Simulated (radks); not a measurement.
Effect of the nuclear size on the calcium ion Ca3+, [Ne] 3s2 3p5. Method: Dirac Kohn-Sham, exchange-only LDA, spin-unpolarised, spherical densities, finite nucleus; open shells fill j = l - 1/2 first; Fermi nuclear charge, rms radius 3.4776 fm; computed with a radial shooting solver on a logarithmic mesh with Libxc functionals. The rms radius is varied about that value; shifts are against it.

| rms radius (fm) | total energy shift (eV) | density at nucleus (e/bohr^3) | 1s1/2 shift (meV) | 2s1/2 shift (meV) | 2p1/2 shift (meV) | 3s1/2 shift (meV) |
|---|---|---|---|---|---|---|
| 3.0151 | -0.00745 | 6144 | -3.15 | -0.249 | 0.038 | -0.033 |
| 3.255 | -0.00372 | 6132 | -1.57 | -0.124 | 0.019 | -0.016 |
| 3.4776 | 0 | 6121 | 0.000 | 0.000 | 0.000 | 0.000 |
| 3.6063 | 0.00226 | 6116 | 0.953 | 0.076 | -0.011 | 0.010 |
| 4.2496 | 0.0147 | 6090 | 6.22 | 0.493 | -0.075 | 0.065 |

Slopes of the eigenvalues against <r^2> in GHz/fm^2, as finite differences over the two radii next to the reference (eigenvalue slopes, not the field-shift constants of lines): 1s1/2 253, 2s1/2 20.0, 2p1/2 -3.05.
